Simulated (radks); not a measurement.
Values are calculated unless marked as measured or tabulated.
Neutral mercury inside a hard spherical wall (all orbitals vanish at R), configuration held at [Hg] and not refilled when levels cross. Code: a radial shooting solver on a logarithmic mesh with Libxc functionals. Model: scalar-relativistic Kohn-Sham, LDA (Slater exchange, VWN5 correlation), spin-polarised, spherical densities, point nucleus. Eigenvalues in eV for spin up, with the zero of energy where the potential of the charges vanishes at infinity; a dash marks a level that is unbound or too diffuse for the functional's potential to be trusted. A positive occupied level is held by the wall or, in an anion where self-interaction has pushed it up, behind a barrier. The pressure on the wall is -dE/dV.

R (bohr)  E (hartree)  kinetic (hartree)    e(4f)    e(5p)    e(5d)   e(6s)  e(6p, empty)  e(7s, empty)  pressure (GPa)
free      -19612.0097          22016.616  -96.328  -66.765  -10.073  -7.129        -1.182             -               0
20        -19612.0097          22016.616  -96.328  -66.765  -10.073  -7.129        -1.182         0.146        < 0.0001
10        -19612.0096          22016.617  -96.323  -66.760  -10.068  -7.124        -1.093         1.556         0.00186
8         -19612.0087          22016.627  -96.271  -66.707  -10.017  -7.074        -0.821         3.502          0.0501
7         -19612.0057          22016.656  -96.147  -66.584   -9.900  -6.952        -0.418         5.684           0.269
6         -19611.9932          22016.752  -95.779  -66.223   -9.563  -6.574         0.503         9.855            1.53
5         -19611.9396          22017.096  -94.698  -65.187   -8.604  -5.401         2.772        18.568            9.68
3.5       -19611.2686          22020.462  -87.393  -58.615   -2.445   3.512        16.542        60.805             242
3         -19610.2031          22025.188  -79.865  -52.262    3.923  14.088        31.353        99.690             875
2.5       -19607.1644          22037.781  -64.795  -40.099   17.261  38.873        64.035        176.59            3800
1.5       -19553.4739          22228.222   47.116   65.762   147.49  322.21        389.86        812.86          183000
